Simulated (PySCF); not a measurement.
Isomers of C4H7N3O2Si.

All values: PBE0/pcSseg-1 (PySCF) at GFN2-xTB geometries, gas phase, one conformer each.

Problem. Rank by LUMO energy, highest first.
A. `[CH3:1][c:2]1[n:3][cH:4][n:5][n:6][c:7]1[O:8][SiH2:9][OH:10]` with N6–C7–O8–Si9 3°, C7–O8–Si9–O10 24°, O8–Si9–O10–H -31°
B. `[CH3:1][O:2][c:3]1[n:4][cH:5][n:6][n:7][c:8]1[O:9][SiH3:10]` with C1–O2–C3–N4 0°, N7–C8–O9–Si10 0°
C. `[OH:1][CH2:2][c:3]1[n:4][cH:5][n:6][n:7][c:8]1[O:9][SiH3:10]` with H–O1–C2–C3 0°, O1–C2–C3–N4 0°, N7–C8–O9–Si10 0°
D. `[CH3:1][O:2][C:3](=[O:4])[c:5]1[n:6][cH:7][n:8]([SiH3:9])[n:10]1` with C1–O2–C3–O4 0°, O2–C3–C5–N6 0°
E. `[CH3:1][O:2][C:3](=[O:4])[c:5]1[cH:6][n:7][n:8]([SiH3:9])[n:10]1` with C1–O2–C3–O4 0°, O2–C3–C5–C6 180°

Solution. D (-1.13 eV), E (-1.25 eV), B (-1.53 eV), A (-2.03 eV), C (-2.16 eV).

Problem. Rank by the lowest IAO charge on any atom, lowest value first.
A. `[CH3:1][O:2][C:3](=[O:4])[c:5]1[n:6][cH:7][n:8]([SiH3:9])[n:10]1` with C1–O2–C3–O4 0°, O2–C3–C5–N6 0°
B. `[CH3:1][O:2][c:3]1[n:4][cH:5][n:6][n:7][c:8]1[O:9][SiH3:10]` with C1–O2–C3–N4 0°, N7–C8–O9–Si10 0°
C. `[CH3:1][c:2]1[n:3][cH:4][n:5][n:6][c:7]1[O:8][SiH2:9][OH:10]` with N6–C7–O8–Si9 3°, C7–O8–Si9–O10 24°, O8–Si9–O10–H -31°
D. `[CH3:1][O:2][C:3](=[O:4])[c:5]1[cH:6][n:7][n:8]([SiH3:9])[n:10]1` with C1–O2–C3–O4 0°, O2–C3–C5–C6 180°

Solution. C (-0.801 e), B (-0.555 e), D (-0.471 e), A (-0.453 e).

Problem. Rank by dipole moment, highest first.
A. `[CH3:1][c:2]1[n:3][cH:4][n:5][n:6][c:7]1[O:8][SiH2:9][OH:10]` with N6–C7–O8–Si9 3°, C7–O8–Si9–O10 24°, O8–Si9–O10–H -31°
B. `[CH3:1][O:2][C:3](=[O:4])[c:5]1[n:6][cH:7][n:8]([SiH3:9])[n:10]1` with C1–O2–C3–O4 0°, O2–C3–C5–N6 0°
C. `[OH:1][CH2:2][c:3]1[n:4][cH:5][n:6][n:7][c:8]1[O:9][SiH3:10]` with H–O1–C2–C3 0°, O1–C2–C3–N4 0°, N7–C8–O9–Si10 0°
D. `[CH3:1][O:2][c:3]1[n:4][cH:5][n:6][n:7][c:8]1[O:9][SiH3:10]` with C1–O2–C3–N4 0°, N7–C8–O9–Si10 0°

Solution. B (3.54 D), D (2.78 D), A (2.57 D), C (1.58 D).

All values together:

| SMILES | μ (D) | HOMO (eV) | LUMO (eV) | lowest IAO charge (e) | highest IAO charge (e) | lowest Hirshfeld charge (e) | highest Hirshfeld charge (e) |
| --- | --- | --- | --- | --- | --- | --- | --- |
| COc1ncnnc1O[SiH3] | 2.78 | -7.06 | -1.53 | -0.555 (O) | +0.852 (Si) | -0.184 (O) | +0.384 (Si) |
| COC(=O)c1ncn([SiH3])n1 | 3.54 | -8.00 | -1.13 | -0.453 (O) | +0.769 (Si) | -0.257 (O) | +0.399 (Si) |
| COC(=O)c1cnn([SiH3])n1 | 2.47 | -8.16 | -1.25 | -0.471 (O) | +0.775 (Si) | -0.261 (O) | +0.396 (Si) |
| Cc1ncnnc1O[SiH2]O | 2.57 | -7.13 | -2.03 | -0.801 (O) | +1.220 (Si) | -0.314 (O) | +0.471 (Si) |
| OCc1ncnnc1O[SiH3] | 1.58 | -7.31 | -2.16 | -0.562 (O) | +0.849 (Si) | -0.236 (O) | +0.389 (Si) |

Conformers: `[CH3:1][O:2][c:3]1[n:4][cH:5][n:6][n:7][c:8]1[O:9][SiH3:10]` with C1–O2–C3–N4 0°, N7–C8–O9–Si10 0°; `[CH3:1][O:2][C:3](=[O:4])[c:5]1[n:6][cH:7][n:8]([SiH3:9])[n:10]1` with C1–O2–C3–O4 0°, O2–C3–C5–N6 0°; `[CH3:1][O:2][C:3](=[O:4])[c:5]1[cH:6][n:7][n:8]([SiH3:9])[n:10]1` with C1–O2–C3–O4 0°, O2–C3–C5–C6 180°; `[CH3:1][c:2]1[n:3][cH:4][n:5][n:6][c:7]1[O:8][SiH2:9][OH:10]` with N6–C7–O8–Si9 3°, C7–O8–Si9–O10 24°, O8–Si9–O10–H -31°; `[OH:1][CH2:2][c:3]1[n:4][cH:5][n:6][n:7][c:8]1[O:9][SiH3:10]` with H–O1–C2–C3 0°, O1–C2–C3–N4 0°, N7–C8–O9–Si10 0°.
